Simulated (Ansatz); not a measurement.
C2H8BN can be A, `CB(C)N`, or B, `CBNC`.

Isolated molecules relaxed with PBE0-D4/def2-TZVP in Ansatz; ΔE leaves out vibrations. CCSD(T)/CBS is the MP2 limit (def2-TZVPP, def2-QZVPP) plus CCSD(T) − MP2 in def2-TZVPP, frozen cores. DFT in def2-TZVPP. B3LYP here is the variant with VWN-RPA as its local correlation; programs differ in this. Each species was taken in one conformer, which may not be the lowest.

(1) Which is lower in electronic energy at CCSD(T)/CBS, and by how much? (Estimate.)

(2) Give E(B) − E(A) in kcal/mol with MP2/def2-TZVPP, B2PLYP, CCSD(T)/def2-TZVPP, PBE0-D4, B3LYP, LDA (SPW92), HF/def2-TZVPP. (Estimate.)

(3) Does the order hold for the free energy at 298.15 K (harmonic terms from PBE0-D4)? (An estimate is asked.)

Largest T1 diagnostic: 0.011.

## Answers

(1) Computed: A, by 17.8 kcal/mol.

(2) Computed: MP2/def2-TZVPP 18.2, B2PLYP 17.2, CCSD(T)/def2-TZVPP 17.4, PBE0-D4 17.7, B3LYP 16.7, LDA (SPW92) 17.3, HF/def2-TZVPP 16.3. None reverses the order clearly.

(3) Ansatz gave: Yes: G(B) − G(A) = +18.0 kcal/mol, for one conformer each.

In def2-TZVPP, CCSD(T) changes the Hartree–Fock value by +1.1 kcal/mol (the triples alone add −0.0 kcal/mol) and MP2 by +2.0 kcal/mol. From BLYP to BHLYP (50 % exact exchange), in def2-TZVPP and without D4, E(B) − E(A) moves by +0.8 kcal/mol.
